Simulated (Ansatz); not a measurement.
`[SiH3][SiH]1CCS1` at its PBE0-D4/def2-TZVP geometry, where that method's forces vanish. The species carries charge 0 and has multiplicity 1.

| atom | x (Å) | y (Å) | z (Å) |
| --- | --- | --- | --- |
| Si1 | 0.568 | -1.393 | 1.711 |
| Si2 | 0.964 | -0.016 | -0.140 |
| C3 | -0.456 | 0.133 | -1.372 |
| C4 | -0.971 | 1.446 | -0.752 |
| S5 | 0.480 | 2.041 | 0.235 |
| H6 | 1.502 | -1.045 | 2.815 |
| H7 | -0.829 | -1.188 | 2.180 |
| H8 | 0.748 | -2.833 | 1.373 |
| H9 | 2.325 | -0.270 | -0.693 |
| H10 | -0.062 | 0.307 | -2.376 |
| H11 | -1.202 | -0.660 | -1.425 |
| H12 | -1.809 | 1.275 | -0.076 |
| H13 | -1.259 | 2.205 | -1.480 |

Question: For each bond, give half the difference of the two atoms' forces along it (eV/Å; positive pushes the atoms apart) under PBE-D4, r2SCAN-D4, B3LYP-D4, ωB97M-V in def2-TZVPP. (An estimate is asked.)

Answer: Computed: 
```tsv
bond	length (Å)	PBE-D4	r2SCAN-D4	B3LYP-D4	ωB97M-V
Si1–Si2	2.341	-0.13	-0.01	0.03	0.04
Si1–H6	1.488	0.09	-0.01	-0.06	-0.10
Si1–H7	1.488	0.09	-0.01	-0.07	-0.10
Si1–H8	1.490	0.09	-0.02	-0.07	-0.10
Si2–C3	1.886	0.09	0.05	0.14	0.05
Si2–S5	2.146	0.25	0.12	0.25	0.07
Si2–H9	1.491	0.05	-0.03	-0.17	-0.15
C3–C4	1.540	0.02	0.13	0.21	0.22
C3–H10	1.092	0.09	-0.05	-0.10	-0.08
C3–H11	1.091	0.08	-0.05	-0.10	-0.09
C4–S5	1.853	0.23	0.23	0.33	0.08
C4–H12	1.090	0.10	-0.07	-0.15	-0.11
C4–H13	1.090	0.10	-0.06	-0.16	-0.13
```

B3LYP here is the variant with VWN-RPA as its local correlation; programs differ in this.
